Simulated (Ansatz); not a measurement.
Relative stability

The two ends of one reaction step of SiH₂OF₄, singlet (PBE0-D4/def2-TZVP).

A:

```
8
angstrom
Si -0.9450 -0.4785 -0.2611
F -0.3567 -1.1382 1.0329
F 0.0436 -0.5594 -1.4743
F -2.1889 -1.3519 -0.6607
F -1.4785 0.9669 -0.0140
H 1.7055 0.6098 1.2075
O 1.2824 0.9940 0.4356
H 1.9375 0.9573 -0.2659
```

B:

| atom | x (Å) | y (Å) | z (Å) |
| --- | --- | --- | --- |
| Si1 | -0.7397 | 0.2527 | -0.7618 |
| F2 | 1.3106 | -1.1863 | 2.3412 |
| F3 | -0.4961 | -0.2165 | -2.2369 |
| F4 | -1.7707 | -0.6919 | -0.0693 |
| F5 | -1.3091 | 1.7115 | -0.8177 |
| H6 | 0.9982 | -0.7502 | 1.5800 |
| O7 | 0.6204 | 0.1824 | 0.1132 |
| H8 | 1.3863 | 0.6981 | -0.1487 |

Ansatz 0.2.0; basis: def2-TZVPP; cores frozen in the correlated methods. B3LYP uses VWN-RPA correlation.

Q: Which structure is lower at CCSD(T), and by how much? (Judge from chemistry; the value comes from the calculation.)

A: By the calculation: A, by 0.294 eV (electronic energy, against the other). By their contacts, A is a complex of SiF₄ ([F][Si]([F])([F])[F]) + H₂O and B is a complex of SiHOF₃ ([OH][Si]([F])([F])[F]) + HF.

All methods give the same order:

| method | E(B) − E(A) (eV) |
| --- | --- |
| SPW92 | 0.251 |
| PBE-D4 | 0.263 |
| BLYP-D4 | 0.282 |
| r2SCAN-D4 | 0.341 |
| B97M-V | 0.372 |
| PBE0-D4 | 0.264 |
| B3LYP-D4 | 0.284 |
| r2SCAN0-D4 | 0.320 |
| BHLYP-D4 | 0.304 |
| CAM-B3LYP-D4 | 0.291 |
| wB97X-V | 0.316 |
| wB97M-V | 0.331 |
| B2PLYP | 0.281 |
| PBE-QIDH | 0.268 |
| RPA on PBE | 0.311 |
| HF | 0.310 |
| MP2 | 0.275 |
| CCSD | 0.297 |
| CCSD(T) | 0.294 |

No T1 diagnostic of these runs exceeds 0.011.

Labels in which every atom is bracketed show which atoms are joined, not bond orders.

For scale, one of the runs: CCSD(T)/def2-TZVPP, 225 basis functions, launched by `ansatz run in.yaml --threads 8 --pin off --events-out ev --progress --plain --max-ram 19148MiB`. Hardware: 8 CPU threads of an Arm Neoverse V1, shared host. Wall time 100 s; peak host memory 4.2 GiB.
